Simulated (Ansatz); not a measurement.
`N=C(Br)I` + H₂ → `N=CI` + HBr at 600 K and 1 bar (hydrogenolysis of a C–Br bond).

Isolated molecules relaxed with PBE0-D4/def2-TZVP in Ansatz; ΔE leaves out vibrations. CCSD(T)/CBS adds triple-zeta CCSD(T) − MP2 to the extrapolated MP2 energy (def2 sets, frozen cores). This one scheme is used for every species. def2 core potentials past Kr. For Br, I outer-core shells are correlated without core-valence functions, which leaves a few kJ/mol of doubt a bond. Scalar relativity is left out up to krypton. One conformer a species, not always the lowest.

```tsv
species	CCSD(T)/CBS energy (Eh)	H − E (kJ/mol)	S (J/(mol·K))
`N=C(Br)I`	-2964.08349	93.2	376.1
H₂	-1.17544	43.9	150.8
`N=CI`	-391.36369	110.5	322.9
HBr	-2573.91920	33.5	219.1
```

H − E and S are ideal-gas, rigid-rotor, harmonic terms from PBE0-D4/def2-TZVP, for one conformer and one mirror image of each species. The MP2-based limit puts H₂ 0.8 mEh under its directly extrapolated value; such offsets cancel only in part. 1 Eh = 2625.50 kJ/mol, R = 8.31446 J/(mol·K).

Q: By hand: ΔE, ΔH, ΔS and ΔG.

A: ΔE = (-391.36369) + (-2573.91920) − (-2964.08349) − (-1.17544) = -0.02396 Eh = -62.9 kJ/mol. Δ(H − E) = 110.5 + 33.5 − 93.2 − 43.9 = 6.9, so ΔH = -56.0 kJ/mol. ΔS = 322.9 + 219.1 − 376.1 − 150.8 = 15.1 J/(mol·K). ΔG = -56.0 − 600 × (15.1)/1000 = -65.1 kJ/mol.

Q: By hand: the equilibrium constant, and the temperature at which ΔG would vanish if ΔH and ΔS stayed fixed.

A: log₁₀ K = −ΔG/(RT ln 10) = 5.7. ΔH and −TΔS have one sign here, so there is no such temperature.

ΔH outweighs TΔS. A doubt of 5 kJ/mol in ΔE shifts log₁₀ K by 0.4 here. Other conformers and mirror images would add mixing entropy, several J/(mol·K) or more a flexible species. These are equilibria of isolated gas molecules and say nothing of rates. Largest T1 diagnostic: 0.011 (customary marks: 0.02 for closed shells, 0.045 for open ones).
